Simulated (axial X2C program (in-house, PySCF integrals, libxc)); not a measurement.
# YC: properties at the nuclei

Computed with an axial X2C code built on PySCF integrals: two-component X2C with atomic mean-field Coulomb and Gaunt terms, Gaussian nuclei, basis Y dyall-cv3z, C dyall-v3z with contracted cores.

R = 1.997 Å (near the PBE0 minimum at charge 0 of the determinant lowest at the starting distance; the state shown can have its own minimum elsewhere).

Determinant lowest in the PBE0 search, Ω = 5/2 (⟨Sz⟩ = 1.50, ⟨Lz⟩ = 1.00 at PBE0), spin on the atoms Y 0.68, C 0.82:

| level | Eeff magnitude (GV/cm) | Ws magnitude Y (kHz) | A∥/gI Y (MHz) | qzz Y (a.u.) | A∥/gI C (MHz) | qzz C (a.u.) | μ (D) |
| --- | --- | --- | --- | --- | --- | --- | --- |
| PBE0 | 1.86 | 0.309 | 681 | -1.94 | 60.5 | 0.09 | -4.58 |
| HF | 2.28 | 0.392 | 581 | -2.35 | 61.3 | -0.06 | -4.43 |
| LDA | 1.75 | 0.291 | 744 | -2.00 | 65.2 | 0.12 | -4.42 |
| TPSSh | 1.72 | 0.282 | 666 | -1.99 | 65.2 | 0.08 | -4.37 |
| BP86 | 1.74 | 0.29 | 715 | -1.96 | 64.5 | 0.12 | -4.34 |

Eeff is the effective electric field on the electron electric dipole moment in this Ω state and Ws the scalar–pseudoscalar constant of the nucleus named (defined with the proton number Z and per Ω); A∥ (defined per Ω) follows by multiplying with gI = μI/(I μN); qzz is the electric field gradient, eQq0 = 234.96 MHz × Q/barn × qzz; μ is positive if the C end (last atom) is positive. The operators were transformed with the bare-nucleus X2C matrices; with these basis sets, hyperfine constants and field gradients can be off by tens of per cent, and where levels differ in sign neither size nor sign is settled.

Q: With gI(89Y) = -0.2748, gI(13C) = 1.4048 (g factors from the IAEA table of nuclear moments by Stone), turn the PBE0 values of the first state into constants in MHz.

A: A∥(89Y) = 681 × -0.2748 = -187 MHz; A∥(13C) = 60.5 × 1.4048 = 85 MHz.

Each state is one determinant with collinear spin, which with several unpaired electrons need not be a pure state. Unrestricted Hartree–Fock can overshoot spin polarisation at the nuclei. With several open shells hyperfine constants can be off by a factor of several. At HF a later determinant lies lower. States lie within half an eV, so the first need not be the ground state. Further determinants of the search, some of them spin-mixed, are not shown. Where a field gradient or hyperfine factor spreads by more than a factor of two over the levels, a constant derived from it is not to be relied on.
